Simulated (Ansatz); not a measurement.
`F[SiH]([SiH3])[SiH2]Cl` + H₂ → `F[SiH]([SiH3])[SiH3]` + HCl  (hydrogenolysis of the Si–Cl bond)

Isolated molecules relaxed with PBE0-D4/def2-TZVP in Ansatz; ΔE leaves out vibrations. CCSD(T)/CBS adds triple-zeta CCSD(T) − MP2 to the extrapolated MP2 energy (def2 sets, frozen cores). This one scheme is used for every species. Functionals use def2-TZVPP. One conformer a species, not always the lowest.

`F[SiH]([SiH3])[SiH2]Cl`:

Z-matrix (Å, degrees):
```
Si
Si 1 2.345
Si 1 2.346 2 110.5
F 1 1.613 2 110.0 3 -121.3
H 1 1.489 2 110.4 3 120.0
H 2 1.487 1 110.2 3 174.4
H 2 1.487 1 110.0 3 53.8
H 2 1.486 1 108.6 3 -65.8
Cl 3 2.067 1 104.2 2 55.2
H 3 1.484 1 112.6 2 -61.6
H 3 1.484 1 114.2 2 173.0
```

H₂:

```xyz
2

H    -0.104    0.358    0.024
H     0.104   -0.358   -0.024
```

`F[SiH]([SiH3])[SiH3]`:

Z-matrix (Å, degrees):
```
Si
Si 1 2.344
Si 1 2.344 2 111.5
F 1 1.613 2 109.4 3 121.1
H 1 1.490 2 109.6 3 -121.6
H 2 1.489 1 107.9 3 60.8
H 2 1.487 1 110.3 3 -57.9
H 2 1.487 1 111.5 3 -179.4
H 3 1.489 1 107.9 2 -60.5
H 3 1.487 1 110.3 2 58.2
H 3 1.487 1 111.5 2 179.7
```

HCl:

```xyz
2

Cl   -0.440    0.290    0.362
H     0.440   -0.290   -0.362
```

| species | ωB97X-V energy (Eh) |
| --- | --- |
| `F[SiH]([SiH3])[SiH2]Cl` | -1432.08099 |
| H₂ | -1.17262 |
| `F[SiH]([SiH3])[SiH3]` | -972.47844 |
| HCl | -460.74877 |

(1) Work out ΔE.

Largest T1 diagnostic among the species: 0.013.

Results:

(1) ΔE = (-972.47844) + (-460.74877) − (-1432.08099) − (-1.17262) = 0.02640 Eh = +69.3 kJ/mol. CCSD(T)/CBS gives +71.5 kJ/mol.

In def2-TZVPP, CCSD(T) changes the Hartree–Fock value by +6.2 kJ/mol (the triples alone add +3.2 kJ/mol) and MP2 by +17.1 kJ/mol. The D4 term adds +9.3 kJ/mol with B3LYP and +5.1 kJ/mol with PBE0; it sums over pairs of atoms, weighted by their polarisabilities, and B3LYP, whose exchange is more repulsive, gets the larger term.

B3LYP here is the variant with VWN-RPA as its local correlation; programs differ in this.
